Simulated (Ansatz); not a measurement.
Ansatz (a first-principles code) job for CH₅ClSi, SMILES C[SiH2]Cl, B3LYP-D3(BJ)/def2-TZVP. 

Ansatz 0.2 input:
```yaml
crystal:
  periodic: [false, false, false]
  atoms:
    - {symbol: Si, position_ang: [-0.02038949, 0.70277444, 0.28081748]}
    - {symbol: C, position_ang: [-1.86269607, 0.25658169, 0.28426491]}
    - {symbol: Cl, position_ang: [1.03018374, -0.86388774, -0.44367620]}
    - {symbol: H, position_ang: [0.23507180, 1.84999153, -0.58809635]}
    - {symbol: H, position_ang: [0.45315464, 0.96671498, 1.63817347]}
    - {symbol: H, position_ang: [-2.06251678, -0.60043360, 0.92283654]}
    - {symbol: H, position_ang: [-2.46439303, 1.08428173, 0.64687404]}
    - {symbol: H, position_ang: [-2.21281074, 0.00720461, -0.71432659]}
basis:
  gaussian:
    orbitals: def2-TZVP
hamiltonian:
  xc: b3lyp
  dispersion: d3bj
relax: {f_tol: 0.002, max_steps: 200}
```

It prints:

```
WARN ansatz: RAYON_NUM_THREADS=1 ignored (pool sized by the plan → 1); use --threads N
Functional definition: B3LYP
integrals: 0.05 GiB planned
924 factors; their error is unknown
mean field: 0.49 GiB planned
mean field evaluation 1: about -21516.3611 eV, gradient 5.3e1 eV
mean field evaluation 2: about -21512.6568 eV, gradient 6.0e1 eV
mean field evaluation 4: about -21522.5991 eV, gradient 2.3e0 eV
mean field evaluation 8: about -21522.6089 eV, gradient 2.2e-2 eV
mean field evaluation 16: about -21522.6577 eV, gradient 1.7e-5 eV
mean field -21522.65772074 eV, -790.9430826559 hartree, gradient 1.7e-5 eV, S^2 0.000000; 0 other end points of the search recorded, 0 dependent functions left out
the calculation of the forces begins
reference -21522.65797835 eV, -790.9430921230 hartree; 21, 21 occupied and 114, 114 virtual orbitals, 924 factors
relax step   1: F+E_penalty+E_count = -21522.94288813 eV  Δ(F+E_penalty+E_count) = +0.000e0 eV  max|allowed force component| = 1.268e0 eV/Å  Δτ_max = 0.0000 Å  (26 SCF iters, accepted)
these checks for a lower state are left out or cut short: starts, cluster_reference, orbital_swaps, neighbouring_geometries, increment
integrals: 0.05 GiB planned
924 factors; their error is unknown
mean field: 0.49 GiB planned
mean field -21522.70083660 eV, -790.9446671344 hartree, gradient 7.4e-6 eV, S^2 0.000000; 0 other end points of the search recorded, 0 dependent functions left out
the calculation of the forces begins
reference -21522.70109467 eV, -790.9446766185 hartree; 21, 21 occupied and 114, 114 virtual orbitals, 924 factors
relax step   2: F+E_penalty+E_count = -21522.98406048 eV  Δ(F+E_penalty+E_count) = -4.117e-2 eV  max|allowed force component| = 3.705e-1 eV/Å  Δτ_max = 0.0536 Å  (29 SCF iters, accepted)
these checks for a lower state are left out or cut short: starts, cluster_reference, orbital_swaps, neighbouring_geometries, increment
integrals: 0.05 GiB planned
924 factors; their error is unknown
mean field: 0.49 GiB planned
mean field -21522.70419236 eV, -790.9447904563 hartree, gradient 7.4e-6 eV, S^2 0.000000; 0 other end points of the search recorded, 0 dependent functions left out
the calculation of the forces begins
reference -21522.70445013 eV, -790.9447999291 hartree; 21, 21 occupied and 114, 114 virtual orbitals, 924 factors
relax step   3: F+E_penalty+E_count = -21522.98832685 eV  Δ(F+E_penalty+E_count) = -4.266e-3 eV  max|allowed force component| = 6.820e-2 eV/Å  Δτ_max = 0.0170 Å  (29 SCF iters, accepted)
these checks for a lower state are left out or cut short: starts, cluster_reference, orbital_swaps, neighbouring_geometries, increment
integrals: 0.05 GiB planned
924 factors; their error is unknown
mean field: 0.49 GiB planned
mean field evaluation 32: about -21522.6551 eV, gradient 2.9e-1 eV
mean field -21522.70434930 eV, -790.9447962237 hartree, gradient 7.5e-6 eV, S^2 0.000000; 0 other end points of the search recorded, 0 dependent functions left out
the calculation of the forces begins
reference -21522.70460699 eV, -790.9448056938 hartree; 21, 21 occupied and 114, 114 virtual orbitals, 924 factors
relax step   4: F+E_penalty+E_count = -21522.98853041 eV  Δ(F+E_penalty+E_count) = -2.036e-4 eV  max|allowed force component| = 2.364e-2 eV/Å  Δτ_max = 0.0031 Å  (30 SCF iters, accepted)
these checks for a lower state are left out or cut short: starts, cluster_reference, orbital_swaps, neighbouring_geometries, increment
integrals: 0.05 GiB planned
924 factors; their error is unknown
mean field: 0.49 GiB planned
mean field -21522.70440558 eV, -790.9447982920 hartree, gradient 7.5e-6 eV, S^2 0.000000; 0 other end points of the search recorded, 0 dependent functions left out
the calculation of the forces begins
reference -21522.70466328 eV, -790.9448077623 hartree; 21, 21 occupied and 114, 114 virtual orbitals, 924 factors
relax step   5: F+E_penalty+E_count = -21522.98856316 eV  Δ(F+E_penalty+E_count) = -3.275e-5 eV  max|allowed force component| = 2.576e-3 eV/Å  Δτ_max = 0.0055 Å  (30 SCF iters, accepted)
these checks for a lower state are left out or cut short: starts, cluster_reference, orbital_swaps, neighbouring_geometries, increment
integrals: 0.05 GiB planned
924 factors; their error is unknown
mean field: 0.49 GiB planned
mean field -21522.70440668 eV, -790.9447983326 hartree, gradient 2.1e-5 eV, S^2 0.000000; 0 other end points of the search recorded, 0 dependent functions left out
the calculation of the forces begins
reference -21522.70466439 eV, -790.9448078031 hartree; 21, 21 occupied and 114, 114 virtual orbitals, 924 factors
relax step   6: F+E_penalty+E_count = -21522.98856722 eV  Δ(F+E_penalty+E_count) = -4.062e-6 eV  max|allowed force component| = 3.647e-4 eV/Å  Δτ_max = 0.0022 Å  (21 SCF iters, accepted)
integrals: 0.05 GiB planned
924 factors; their error is unknown
mean field: 0.49 GiB planned
mean field evaluation 64: about -21522.7044 eV, gradient 8.9e-3 eV
mean field -21522.70440668 eV, -790.9447983326 hartree, gradient 2.3e-5 eV, S^2 0.000000; 1 other end points of the search recorded, 0 dependent functions left out
the calculation of the forces begins
reference -21522.70466439 eV, -790.9448078031 hartree; 21, 21 occupied and 114, 114 virtual orbitals, 924 factors
Total energy: -21522.98882492 eV, -790.9552505101 hartree
Atom 0 at    -0.052110     0.698415     0.281329 Å, force    -0.000052     0.000066     0.000043 eV/Å
Atom 1 at    -1.860769     0.257006     0.284273 Å, force    -0.000309    -0.000188    -0.000060 eV/Å
Atom 2 at     1.050685    -0.900135    -0.448548 Å, force     0.000103    -0.000025     0.000145 eV/Å
Atom 3 at     0.221848     1.856483    -0.595205 Å, force    -0.000079    -0.000144    -0.000126 eV/Å
Atom 4 at     0.438765     0.982758     1.646129 Å, force    -0.000103     0.000064    -0.000048 eV/Å
Atom 5 at    -2.046924    -0.611021     0.918393 Å, force     0.000072     0.000149    -0.000318 eV/Å
Atom 6 at    -2.451021     1.094181     0.665309 Å, force     0.000365    -0.000237     0.000108 eV/Å
Atom 7 at    -2.204871     0.025539    -0.724812 Å, force     0.000003     0.000314     0.000257 eV/Å
Dipole moment:    -0.328842     0.186256     0.104428 e Å
```

The calculation finished and met its thresholds.

Cost: roughly 30 core-seconds.
